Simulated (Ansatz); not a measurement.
`[NH2][Zr]([NH2])([NH2])[I]`, 11 atoms. Total charge 0; spin multiplicity 1. Correlated methods include outer-core shells of I, Zr, which these sets cover unevenly. Zr, I: def2 effective core potential. Hardware: A = 2 threads of a server CPU on a shared host; B = 2 threads of an AMD EPYC 7R13 on a shared host and a share of an NVIDIA H100 80 GB. Correlated methods freeze the cores. Open-shell runs search over several starts.

(1) How many basis functions does each run have, and how long does it take in Ansatz? direct RPA on PBE orbitals/def2-TZVPP energy [A]; RHF-CCSD(T)/def2-SVP energy [B]; RKS SPW92 (LDA)/def2-TZVPP energy [A]; RKS BLYP-D4/def2-TZVPP energy [A]; RKS BHLYP-D4/def2-TZVPP energy [A]; RKS ωB97M-V/def2-SVP energy [A]; UKS r2SCAN-D4/def2-TZVPP energy of the cation [A]; UKS PBE-D4/def2-TZVPP energy of the cation [A]; UHF-MP2/def2-QZVPP energy of the cation [B]; UKS B3LYP-D4/def2-TZVPP energy of the cation [A]; RKS PBE0-D4/def2-SVP energy [A]; UHF-CCSD(T)/def2-TZVPP energy of the cation [B]. (An estimate is asked.)

Answers

(1) The calculation gave: Other jobs shared the machine, so times are rough.

```tsv
level	job	functions	wall time	peak host memory (GiB)
RKS SPW92 (LDA)/def2-TZVPP	energy [A]	283	3.5 s	0.42
RKS PBE0-D4/def2-SVP	energy [A]	129	7 s	0.39
RKS BLYP-D4/def2-TZVPP	energy [A]	283	7 s	0.42
RKS BHLYP-D4/def2-TZVPP	energy [A]	283	10 s	0.88
RHF-CCSD(T)/def2-SVP	energy [B]	129	11 s	0.79
RKS ωB97M-V/def2-SVP	energy [A]	129	18 s	0.54
direct RPA on PBE orbitals/def2-TZVPP	energy [A]	283	26 s	0.89
UHF-MP2/def2-QZVPP	energy of the cation [B]	514	48 s	1.4
UHF-CCSD(T)/def2-TZVPP	energy of the cation [B]	283	52 s	1.3
UKS PBE-D4/def2-TZVPP	energy of the cation [A]	283	2.4 min	1.1
UKS r2SCAN-D4/def2-TZVPP	energy of the cation [A]	283	4.3 min	1.2
UKS B3LYP-D4/def2-TZVPP	energy of the cation [A]	283	5.8 min	1.7
```

B3LYP here is the variant with VWN-RPA as its local correlation; programs differ in this.
